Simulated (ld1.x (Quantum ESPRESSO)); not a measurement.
**PBE TM semilocal dataset for chromium (Cr), scalar-relativistic all-electron reference.**

| Item | Value |
| --- | --- |
| Element | Cr |
| Generator | ld1.x (Quantum ESPRESSO) 7.5 |
| Type | norm-conserving Troullier–Martins (semilocal form) |
| Functional | PBE |
| Relativity | scalar-relativistic |
| Frozen core | [Ne] |
| Valence charge | 14 |
| Reference configuration | 3s2 3p6 3d5 4s1 4p0 |
| Partial waves | 3s (bound): rc 1.18 bohr; 3d (bound): rc 2.10 bohr; 3p (bound): rc 1.35 bohr |
| Local potential | the p channel |
| Core correction | a·sin(br)/r model core inside 0.70 bohr |

Occupied shells without a wave of their own: 4s. They enter only through the test configuration that unscreens the potential, and ld1.x also counts them in the model core charge.

Poles of the logarithmic derivatives, all-electron (AE) and pseudo (PS). s: poles at -5.4, 3.5 (AE) and -5.4, 3.1 (PS) Ry. p: poles at -3.2, 4.6 (AE) and -3.2, 4.5 (PS) Ry. d: poles at 0.2 (AE) and 0.2 (PS) Ry. Test radius 2.29 bohr.

- Cutoffs needed: 100 Ry and 140 Ry (the cutoffs (Ry, on a coarse ladder) from which the occupation-weighted sum of valence levels, in a spherical-Bessel basis at the reference potential, stays within 10 and 1 mRy of its value at 400 Ry)
- Ghost test: no extra level below or beside the all-electron valence levels (s, d, p tested); the semilocal form is local in each channel, so this says nothing of the separable form that plane-wave codes build from it (spherical-Bessel basis up to 400 Ry, 20 bohr box)
- Largest excitation error: -1046 meV (all-electron minus pseudo) for 3s2 3p6 3d3 4s0 4p0, out of 7 test configurations

ld1.x takes every shell without a wave as core, so the model core holds the 4s electrons as well and exchange and correlation see them twice. This cancels in the reference configuration, but the file is broken for other ones, and its errors say nothing about a proper core correction.
